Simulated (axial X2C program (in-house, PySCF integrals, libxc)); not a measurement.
Outer orbitals of MoH⁻ at 1.822 Å, HF

All values were computed with an in-house all-electron X2C program for linear molecules (integrals from PySCF). Spin-free means the one-electron spin-free X2C Hamiltonian; two-component (2c) means X2C with spin–orbit coupling and atomic mean-field two-electron Coulomb and Gaunt terms, so the difference of the two also holds small scalar two-electron terms. Basis: Mo dyall-acv3z [12s13p10d5f3g], H dyall-av3z [7s3p2d] (cores contracted in-house); Gaussian nuclei, density fitting, unrestricted open shells. Masses: Mo 97.905 u, H 1.008 u.

The distance is close to the 2c PBE0 minimum; the highest filled and lowest empty levels are listed.

Spin-free orbitals, state M_S = 3, Λ = 0 (beyond evenly filled blocks: 2 × σα, π+α, π-α, δ+α, δ-α) (Löwdin shares):

```csv
symmetry,occupied,ε (eV),atomic character
σα,yes,-6.42,"46% Mo d, 41% H s, 7% Mo s"
σβ,yes,-5.84,"63% H s, 13% Mo d, 11% Mo p"
δ-α,yes,-5.12,99% Mo d
δ+α,yes,-5.12,99% Mo d
π+α,yes,-5.00,"95% Mo d, 2% H p, 2% H d"
π-α,yes,-5.00,"95% Mo d, 2% H p, 2% H d"
σα,yes,-3.42,"44% Mo s, 35% Mo d, 18% H s"
σα,yes,-0.38,"63% Mo p, 23% Mo s, 7% Mo d"
σβ,no,2.01,"78% Mo p, 20% Mo s, 3% H s"
σα,no,2.02,"71% Mo p, 25% Mo s, 3% H s"
π-α,no,2.02,100% Mo p
π+α,no,2.02,100% Mo p
```

Spinors with spin–orbit coupling (state Ω = 3):

```
   ω  occupied  ε (eV)             atomic character     λ mixture
 1/2       yes   -6.42   47% Mo d, 41% H s, 7% Mo s        100% σ
-1/2       yes   -5.84  63% H s, 13% Mo d, 11% Mo p  100% σ, 0% π
-3/2       yes   -5.23                     99% Mo d        100% δ
-1/2       yes   -5.06     94% Mo d, 2% H p, 2% H d   99% π, 1% σ
 5/2       yes   -5.03                     99% Mo d        100% δ
 3/2       yes   -4.96     95% Mo d, 2% H p, 2% H d        100% π
 1/2       yes   -3.42  44% Mo s, 35% Mo d, 18% H s        100% σ
 1/2       yes   -0.38  63% Mo p, 23% Mo s, 7% Mo d        100% σ
-1/2        no    2.02   77% Mo p, 20% Mo s, 3% H s        100% σ
-1/2        no    2.02                    100% Mo p        100% π
 1/2        no    2.02   71% Mo p, 26% Mo s, 3% H s        100% σ
 3/2        no    2.02                    100% Mo p        100% π
```

Mulliken charges and populations of the two-component result (they depend on the basis, above all on diffuse functions):

Mo -0.57 e (s 9.08 p 18.53 d 14.95 f 0.01), H -0.43 e (s 1.42 p 0.01). ⟨Lz⟩ = 0.00 ħ and ⟨Sz⟩ = 3.00 ħ (3.13 and -0.13 on the two atoms), which add up to Ω.

The state is one determinant whose occupation by symmetry is held fixed; it was picked as the lowest of a PBE0 search that is not exhaustive. PBE0 can misorder states that lie within some tenths of an eV, so this need not be the ground state of the molecule. The nearest other spin-free determinant of the search, M_S = 2, Λ = 0, lies 0.06 eV up at the distance of the search. With several unpaired electrons one determinant need not be a pure state. A state of lower Ω lies just above, and one determinant can place such states too high, so the state shown need not be the lowest. The search has Ω = 2 only 0.06 eV up. Open-shell Ω = 0 determinants with evenly filled partner blocks cannot be reached by this program, so the Ω shown need not be the lowest component.
